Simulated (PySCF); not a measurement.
C6H11N.
Cartesian coordinates in Å at the PBE0-D3(BJ)/def2-SVP level; atoms count from 1:
```xyz
18
C6H11N angstrom
C      2.119   -0.576    0.387
C      0.997   -1.164   -0.491
C      0.022   -0.184    0.181
N     -0.958    0.449   -0.660
C     -2.247   -0.193   -0.759
C     -2.081    1.070    0.000
C      1.231    0.663    0.610
H      2.262   -1.153    1.313
H      3.104   -0.422   -0.079
H      1.123   -0.883   -1.548
H      0.782   -2.241   -0.428
H     -0.444   -0.661    1.073
H     -2.413   -1.108   -0.175
H     -2.714   -0.193   -1.750
H     -2.136    1.003    1.095
H     -2.424    2.023   -0.418
H      1.213    1.131    1.606
H      1.421    1.437   -0.148
```

Jobs on this species (18 atoms, 54 electrons) with PySCF (density fitting). Hardware of each: one thread of an Arm Neoverse V1, shared host. Other jobs ran on the host; a repeat could differ by tens of per cent or more.

| level and settings | work | basis functions | SCF cycles | wall time |
| --- | --- | --- | --- | --- |
| CAM-B3LYP/def2-SVPD | 10 singlets by full TDDFT, 4 Tamm–Dancoff triplets, polarisability, ΔSCF ions | 228 | ? | ? |
| PBE0/pcSseg-1 | shieldings, charges and field gradients | 174 | ? | ? |
| PBE0-D3(BJ)/def2-SVP, grid level 1 | geometry optimisation from a GFN2-xTB start | 153 | 58 | 89 s |
| KT3/pcSseg-1 | shieldings | 174 | 13 | 32 s |
| delta-SCF UKS SCAN, pcX-2 on the ionised atom, pcseg-1 elsewhere, spin-free X2C | ΔSCF core ionisation, 5 holes | 184 | 84 | 70 s |
| B3LYP/pcJ-1 | spin–spin couplings from 18 perturbed nuclei, spin–dipole term for 1 of them | 299 | 13 | 1.7 min |

Problem. Fill in the missing figures.

Solution. 
- CAM-B3LYP/def2-SVPD; 10 singlets by full TDDFT, 4 Tamm–Dancoff triplets, polarisability, ΔSCF ions: 2.7 min, 12 SCF cycles
- PBE0/pcSseg-1; shieldings, charges and field gradients: 21 s, 12 SCF cycles

Problem. What do all jobs in the table cost together?

Solution. About 7.9 min; the longest takes about 34 % of that, and about 7.7 times as long as the shortest.
